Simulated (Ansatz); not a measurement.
Coupled-cluster run, `[OH][Sc]([O][SiH3])[O][SiH3]`.

```yaml
crystal:
  periodic: [false, false, false]
  atoms:
    - {symbol: O, position_ang: [-0.239131, 2.580864, -1.233992]}
    - {symbol: Sc, position_ang: [-0.088238, 0.911954, -0.430611]}
    - {symbol: O, position_ang: [-1.505568, -0.341829, -0.526361]}
    - {symbol: Si, position_ang: [-2.723005, -1.417433, -0.619890]}
    - {symbol: O, position_ang: [1.489687, 0.425092, 0.498799]}
    - {symbol: Si, position_ang: [2.854304, 0.023132, 1.288706]}
    - {symbol: H, position_ang: [-0.330786, 3.431564, -1.651963]}
    - {symbol: H, position_ang: [-2.939664, -2.080157, 0.696156]}
    - {symbol: H, position_ang: [-3.991700, -0.747334, -1.020071]}
    - {symbol: H, position_ang: [-2.410691, -2.468269, -1.628319]}
    - {symbol: H, position_ang: [3.989883, -0.107146, 0.333486]}
    - {symbol: H, position_ang: [2.691426, -1.275403, 1.999564]}
    - {symbol: H, position_ang: [3.203462, 1.064964, 2.294497]}
basis:
  gaussian: {orbitals: def2-SVP}
correlation: {method: ccsd_t}
```

```sh
$ ansatz run in.yaml --threads 8 --pin off --events-out ev --progress --plain --max-ram 20889MiB
```

The program prints (abridged):

```
Functional definition: HF
1419 factors; integrals over basis functions are off by at most 1.2e-3 eV
mean field evaluation 1: about -42607.4761 eV, gradient 6.8e1 eV
mean field evaluation 2: about -42607.5265 eV, gradient 6.8e1 eV
mean field evaluation 4: about -42616.5474 eV, gradient 3.2e0 eV
mean field evaluation 8: about -42616.6194 eV, gradient 3.6e-1 eV
mean field -42616.61980777 eV, -1566.1318913531 hartree, gradient 2.4e-6 eV, S^2 0.000000; 0 other end points of the search recorded, 0 dependent functions left out
18 core orbitals not correlated: weight in the atoms' cores, before any rotation towards them, 1.000 or more for the frozen orbitals, at most 0.000 for the correlated occupied ones
reference -42616.61980777 eV, -1566.1318913531 hartree; 22, 22 occupied and 104, 104 virtual orbitals, 1419 factors
second order -26.54676520 eV of doubles, -0.00000000 eV of singles
cycle   1  -27.15746937 eV  change   -6.1e-1 eV  update   1.5e-1
cycle   2  -27.89805947 eV  change   -7.4e-1 eV  update   5.1e-2
cycle   3  -28.15049170 eV  change   -2.5e-1 eV  update   2.8e-2
cycle   4  -28.15029369 eV  change    2.0e-4 eV  update   6.7e-3
cycle   5  -28.14110575 eV  change    9.2e-3 eV  update   2.9e-3
cycle   6  -28.14206326 eV  change   -9.6e-4 eV  update   8.5e-4
cycle   7  -28.14178577 eV  change    2.8e-4 eV  update   3.0e-4
cycle   8  -28.14164034 eV  change    1.5e-4 eV  update   8.6e-5
cycle   9  -28.14166350 eV  change   -2.3e-5 eV  update   3.7e-5
perturbative correction -0.68459277 eV, -0.0251583202 hartree
Total energy: -42645.44606404 eV, -1567.1912367318 hartree
```

Run time 25 s (8 threads of an Intel Xeon on a shared host); peak host memory 1.1 GiB.

The correlation energy is -28.826 eV, 2.4 % of it from (T); the T1 diagnostic reads 0.0150.
